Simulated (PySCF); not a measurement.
C4H4NO2S (doublet state).
Atom-mapped SMILES: `[NH2:1][C:2](=[O:3])[C@H:4]1[S:5][CH:6][C:7]1=[O:8]` (hydrogens: H9, H10 on N1; H11 on C4; H12 on C6)

Structure used (GFN2-xTB), in Å, numbered top down from 1:
```xyz
12
C4H4NO2S angstrom
N      1.899    0.252    0.258
C      1.042   -0.789    0.266
O      1.212   -1.829    0.852
C     -0.184   -0.496   -0.592
S     -1.700   -1.433   -0.149
C     -2.147    0.197    0.135
C     -0.920    0.808   -0.214
O     -0.474    1.939   -0.205
H      1.592    1.157   -0.067
H      2.708    0.208    0.857
H      0.061   -0.590   -1.650
H     -3.087    0.574    0.484
```

The hyperfine couplings belong to this conformer and change with its torsions.

Method: PySCF 2.14.0, UKS B3LYP, pcH-1 on C H N O S, non-relativistic, mean-field spin-orbit, GIAO. The structure is a single GFN2-xTB conformer in the gas phase; no vibrational or solvent corrections. Couplings are sensitive to structure, and on GFN2-xTB geometries they can be far from those on DFT ones. The frame is twisted about the N1–C2 bond at this geometry (dihedral H10–N1–C2–O3 = -6°); couplings at other torsion angles weren't computed. The SCF solution wasn't tested for stability.

Principal values of hyperfine tensors in MHz (contact, dipolar and spin–orbit terms together), for some of the nuclei:

```
atom  isotope      A1      A2      A3
  C6      13C   -1.71   -0.27  131.16
 H12       1H  -55.72  -37.61  -12.41
  C7      13C  -27.90  -21.65  -20.48
  O8      17O  -86.46   17.63   19.53
  S5      33S  -27.56  -22.70   82.08
 H11       1H  -13.23  -10.66   -6.00
  C4      13C   -5.44   -4.96   -2.97
  O3      17O   -4.29   -1.36   -0.94
```

**Question.** Give the isotropic coupling of each nucleus in MHz and in mT (g = 2.0077), and the anisotropic part.

**Answer.** a_iso is a third of the trace, T = A − a_iso, and a(mT) = a(MHz)/(g × 13.996). The tensors hold a spin–orbit part: the run splits a_iso into a_FC + a_SO, and T includes its anisotropic share.

```csv
atom,a_iso (MHz),a_FC,a_SO,a_iso (mT),T1,T2,T3
C6,43.06,42.70,0.37,1.532,-44.77,-43.33,88.10
H12,-35.25,-35.34,0.09,-1.254,-20.47,-2.36,22.83
C7,-23.34,-23.40,0.06,-0.831,-4.55,1.69,2.86
O8,-16.43,-16.08,-0.35,-0.585,-70.03,34.07,35.96
S5,10.60,11.09,-0.48,0.377,-38.17,-33.30,71.47
H11,-9.96,-9.97,0.00,-0.355,-3.26,-0.70,3.96
C4,-4.46,-4.47,0.01,-0.159,-0.98,-0.51,1.49
O3,-2.20,-2.21,0.01,-0.078,-2.10,0.84,1.26
```

**Question.** What spin density at the nucleus of H11 lies behind its contact coupling (g_N = 5.58569)?

**Answer.** a_FC = (2μ0/3) gₑ μB g_N μN ρ(0)/(2S·h) = 800.24 MHz × g_N × ρ(0)/(2S), with ρ in bohr⁻³. With a_FC = -9.97 MHz and 2S = 1, ρ(0) = -0.00223 bohr⁻³. In magnitude that is 0.7 % of the 1/π = 0.318 of a free hydrogen atom.

**Question.** C2 (13C, g_N = 1.40482) isn't in the table. Its spin density at the nucleus is -0.004519 bohr⁻³. What is its contact coupling?

**Answer.** By the same relation, a_FC = -5.08 MHz. Its full tensor has the principal values -5.93, -4.94, -4.37 MHz.

**Question.** Which nucleus of the table has the largest anisotropic coupling, and what is its form?

**Answer.** C6: -44.8, -43.3, 88.1 MHz (the dipolar term alone has -44.5, -43.9, 88.5), axial, in the ratio −1:−1:+2, the form that spin in one p orbital centred on that nucleus gives.

**Question.** In a single crystal, with the field along each principal axis of the tensor of H12 in turn, what first-order splitting does this nucleus give (isotropic g, quadrupole terms neglected)?

**Answer.** 2 lines (I = 1/2), spaced by |A_i|/(g × 13.996): 1.98, 1.34, 0.44 mT along the axes of A1, A2 and A3.
